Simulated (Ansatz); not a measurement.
Ansatz (a quantum-chemistry and plane-wave program) input (B3LYP-D3(BJ)/def2-TZVP):

Ansatz 0.2 input:
```yaml
crystal:
  periodic: [false, false, false]
  atoms:
    - {symbol: Cl, position_ang: [-0.00000000, -0.00000000, -2.60541295]}
    - {symbol: I, position_ang: [0.00000000, 0.00000000, 0.00000000]}
    - {symbol: Cl, position_ang: [0.00000000, 0.00000000, 2.60541295]}
basis:
  gaussian:
    orbitals: def2-TZVP
hamiltonian:
  xc: b3lyp
  dispersion: d3bj
total_charge: -1
phonons: {temperatures: {t_min: 298.15, t_max: 298.15, t_step: 100}}
```

Output:

```
Functional definition: B3LYP
integrals: 0.05 GiB planned
937 factors; their error is unknown
mean field: 0.44 GiB planned
mean field evaluation 1: about -33152.9467 eV, gradient 1.9e1 eV
mean field evaluation 2: about -33152.0840 eV, gradient 2.6e1 eV
mean field evaluation 4: about -33153.8793 eV, gradient 6.7e-1 eV
mean field evaluation 8: about -33154.1620 eV, gradient 6.9e-2 eV
mean field -33154.16198642 eV, -1218.3929803028 hartree, gradient 3.2e-5 eV, S^2 0.000000; 0 other end points of the search recorded, 0 dependent functions left out
the calculation of the forces begins
reference -33154.16220011 eV, -1218.3929881559 hartree; 30, 30 occupied and 94, 94 virtual orbitals, 937 factors
these checks for a lower state are left out or cut short: stability, starts, cluster_reference, orbital_swaps, neighbouring_geometries, increment
integrals: 0.05 GiB planned
937 factors; their error is unknown
mean field: 0.44 GiB planned
mean field evaluation 16: about -33153.8799 eV, gradient 2.7e-4 eV
mean field -33154.16198508 eV, -1218.3929802537 hartree, gradient 8.1e-7 eV, S^2 0.000000; 0 other end points of the search recorded, 0 dependent functions left out
the calculation of the forces begins
reference -33154.16219878 eV, -1218.3929881068 hartree; 30, 30 occupied and 94, 94 virtual orbitals, 937 factors
these checks for a lower state are left out or cut short: stability, starts, cluster_reference, orbital_swaps, neighbouring_geometries, increment
integrals: 0.05 GiB planned
937 factors; their error is unknown
mean field: 0.44 GiB planned
mean field -33154.16198508 eV, -1218.3929802537 hartree, gradient 8.0e-7 eV, S^2 0.000000; 0 other end points of the search recorded, 0 dependent functions left out
the calculation of the forces begins
reference -33154.16219878 eV, -1218.3929881068 hartree; 30, 30 occupied and 94, 94 virtual orbitals, 937 factors
these checks for a lower state are left out or cut short: stability, starts, cluster_reference, orbital_swaps, neighbouring_geometries, increment
integrals: 0.05 GiB planned
937 factors; their error is unknown
mean field: 0.44 GiB planned
mean field evaluation 32: about -33153.8799 eV, gradient 2.7e-4 eV
mean field -33154.16198508 eV, -1218.3929802537 hartree, gradient 9.1e-7 eV, S^2 0.000000; 0 other end points of the search recorded, 0 dependent functions left out
the calculation of the forces begins
reference -33154.16219878 eV, -1218.3929881069 hartree; 30, 30 occupied and 94, 94 virtual orbitals, 937 factors
these checks for a lower state are left out or cut short: stability, starts, cluster_reference, orbital_swaps, neighbouring_geometries, increment
integrals: 0.05 GiB planned
937 factors; their error is unknown
mean field: 0.44 GiB planned
mean field -33154.16198508 eV, -1218.3929802537 hartree, gradient 7.9e-7 eV, S^2 0.000000; 0 other end points of the search recorded, 0 dependent functions left out
the calculation of the forces begins
reference -33154.16219878 eV, -1218.3929881068 hartree; 30, 30 occupied and 94, 94 virtual orbitals, 937 factors
these checks for a lower state are left out or cut short: stability, starts, cluster_reference, orbital_swaps, neighbouring_geometries, increment
integrals: 0.05 GiB planned
937 factors; their error is unknown
mean field: 0.44 GiB planned
mean field -33154.16193101 eV, -1218.3929782666 hartree, gradient 1.9e-6 eV, S^2 0.000000; 0 other end points of the search recorded, 0 dependent functions left out
the calculation of the forces begins
reference -33154.16214468 eV, -1218.3929861188 hartree; 30, 30 occupied and 94, 94 virtual orbitals, 937 factors
these checks for a lower state are left out or cut short: stability, starts, cluster_reference, orbital_swaps, neighbouring_geometries, increment
integrals: 0.05 GiB planned
937 factors; their error is unknown
mean field: 0.44 GiB planned
mean field -33154.16200519 eV, -1218.3929809925 hartree, gradient 1.9e-6 eV, S^2 0.000000; 0 other end points of the search recorded, 0 dependent functions left out
the calculation of the forces begins
reference -33154.16221891 eV, -1218.3929888465 hartree; 30, 30 occupied and 94, 94 virtual orbitals, 937 factors
these checks for a lower state are left out or cut short: stability, starts, cluster_reference, orbital_swaps, neighbouring_geometries, increment
integrals: 0.05 GiB planned
937 factors; their error is unknown
mean field: 0.44 GiB planned
mean field evaluation 64: about -33153.8799 eV, gradient 2.8e-4 eV
mean field -33154.16198104 eV, -1218.3929801051 hartree, gradient 1.8e-6 eV, S^2 0.000000; 0 other end points of the search recorded, 0 dependent functions left out
the calculation of the forces begins
reference -33154.16219474 eV, -1218.3929879583 hartree; 30, 30 occupied and 94, 94 virtual orbitals, 937 factors
these checks for a lower state are left out or cut short: stability, starts, cluster_reference, orbital_swaps, neighbouring_geometries, increment
integrals: 0.05 GiB planned
937 factors; their error is unknown
mean field: 0.44 GiB planned
mean field -33154.16198104 eV, -1218.3929801051 hartree, gradient 1.9e-6 eV, S^2 0.000000; 0 other end points of the search recorded, 0 dependent functions left out
the calculation of the forces begins
reference -33154.16219474 eV, -1218.3929879583 hartree; 30, 30 occupied and 94, 94 virtual orbitals, 937 factors
these checks for a lower state are left out or cut short: stability, starts, cluster_reference, orbital_swaps, neighbouring_geometries, increment
integrals: 0.05 GiB planned
937 factors; their error is unknown
mean field: 0.44 GiB planned
mean field -33154.16198104 eV, -1218.3929801051 hartree, gradient 7.9e-7 eV, S^2 0.000000; 0 other end points of the search recorded, 0 dependent functions left out
the calculation of the forces begins
reference -33154.16219474 eV, -1218.3929879583 hartree; 30, 30 occupied and 94, 94 virtual orbitals, 937 factors
these checks for a lower state are left out or cut short: stability, starts, cluster_reference, orbital_swaps, neighbouring_geometries, increment
integrals: 0.05 GiB planned
937 factors; their error is unknown
mean field: 0.44 GiB planned
mean field -33154.16198104 eV, -1218.3929801051 hartree, gradient 8.4e-7 eV, S^2 0.000000; 0 other end points of the search recorded, 0 dependent functions left out
the calculation of the forces begins
reference -33154.16219474 eV, -1218.3929879583 hartree; 30, 30 occupied and 94, 94 virtual orbitals, 937 factors
these checks for a lower state are left out or cut short: stability, starts, cluster_reference, orbital_swaps, neighbouring_geometries, increment
integrals: 0.05 GiB planned
937 factors; their error is unknown
mean field: 0.44 GiB planned
mean field evaluation 96: about -33153.8798 eV, gradient 3.1e-4 eV
mean field -33154.16195978 eV, -1218.3929793237 hartree, gradient 2.0e-6 eV, S^2 0.000000; 0 other end points of the search recorded, 0 dependent functions left out
the calculation of the forces begins
reference -33154.16217347 eV, -1218.3929871769 hartree; 30, 30 occupied and 94, 94 virtual orbitals, 937 factors
these checks for a lower state are left out or cut short: stability, starts, cluster_reference, orbital_swaps, neighbouring_geometries, increment
integrals: 0.05 GiB planned
937 factors; their error is unknown
mean field: 0.44 GiB planned
mean field -33154.16195978 eV, -1218.3929793237 hartree, gradient 2.0e-6 eV, S^2 0.000000; 0 other end points of the search recorded, 0 dependent functions left out
the calculation of the forces begins
reference -33154.16217347 eV, -1218.3929871769 hartree; 30, 30 occupied and 94, 94 virtual orbitals, 937 factors
Total energy: -33154.32512046 eV, -1218.3989753683 hartree
Atom 0 at    -0.000000    -0.000000    -2.605413 Å, force    -0.000000    -0.000000     0.000015 eV/Å
Atom 1 at     0.000000     0.000000     0.000000 Å, force     0.000000     0.000000     0.000000 eV/Å
Atom 2 at     0.000000     0.000000     2.605413 Å, force    -0.000000    -0.000000    -0.000015 eV/Å
Dipole moment:    -0.000000     0.000000    -0.000000 e Å
Vibrations: 101.66 101.66 226.07 239.21 cm⁻¹, zero-point energy 0.041448 eV
```

It need not be the lowest isomer of its formula.
